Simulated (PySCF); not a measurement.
**Electronic structure of Ni⁺ (nickel, charge +1) at the LDA level**

Configuration: [Ar] 3d9, 2D determinant. All numbers are calculated (PySCF 2.14, scalar relativity by spin-free X2C-1e, in x2c-SVPall).

```
Total energy                                                  : -1517.236 hartree
One-electron energy                                           : -2103.052 hartree
Hartree (Coulomb) energy                                      : 646.807 hartree
Exchange-correlation energy                                   : -60.991 hartree
⟨S²⟩                                                          : 0.7589
⟨L²⟩                                                          : 6.038
Sum of ⟨r⟩                                                    : 17.76 bohr
Sum of ⟨r²⟩                                                   : 20.51 bohr²
Traceless quadrupole moment −½Σ⟨3z² − r²⟩ along its main axis : -0.462 e·bohr²
Langevin diamagnetic susceptibility                           : -16.2 ×10⁻⁶ cm³/mol
Time after the integrals                                      : 0.68 s of wall time on 1 thread of Neoverse-N1 (shared host)
```

```json
{"shell": "1s α", "electrons": "1", "mean orbital energy (hartree)": "-300.96380", "spread (hartree)": "0", "rms radius, mean of both spins (bohr)": "0.0625"}
{"shell": "1s β", "electrons": "1", "mean orbital energy (hartree)": "-300.96341", "spread (hartree)": "0", "rms radius, mean of both spins (bohr)": "0.0625"}
{"shell": "2s α", "electrons": "1", "mean orbital energy (hartree)": "-36.10755", "spread (hartree)": "0", "rms radius, mean of both spins (bohr)": "0.266"}
{"shell": "2s β", "electrons": "1", "mean orbital energy (hartree)": "-36.08786", "spread (hartree)": "0", "rms radius, mean of both spins (bohr)": "0.266"}
{"shell": "2p α", "electrons": "3", "mean orbital energy (hartree)": "-31.14008", "spread (hartree)": "0.03489", "rms radius, mean of both spins (bohr)": "0.238"}
{"shell": "2p β", "electrons": "3", "mean orbital energy (hartree)": "-31.12482", "spread (hartree)": "0.02246", "rms radius, mean of both spins (bohr)": "0.238"}
{"shell": "3s α", "electrons": "1", "mean orbital energy (hartree)": "-4.20374", "spread (hartree)": "0", "rms radius, mean of both spins (bohr)": "0.799"}
{"shell": "3s β", "electrons": "1", "mean orbital energy (hartree)": "-4.16368", "spread (hartree)": "0", "rms radius, mean of both spins (bohr)": "0.799"}
{"shell": "3p α", "electrons": "3", "mean orbital energy (hartree)": "-2.76856", "spread (hartree)": "0.06861", "rms radius, mean of both spins (bohr)": "0.853"}
{"shell": "3p β", "electrons": "3", "mean orbital energy (hartree)": "-2.72976", "spread (hartree)": "0.03667", "rms radius, mean of both spins (bohr)": "0.853"}
{"shell": "3d α", "electrons": "5", "mean orbital energy (hartree)": "-0.50602", "spread (hartree)": "0.07189", "rms radius, mean of both spins (bohr)": "1.26"}
{"shell": "3d β", "electrons": "4", "mean orbital energy (hartree)": "-0.47075", "spread (hartree)": "0.03663", "rms radius, mean of both spins (bohr)": "1.26"}
```

Densities and radii are taken from the X2C orbitals without a picture-change correction, which distorts them close to the nucleus.
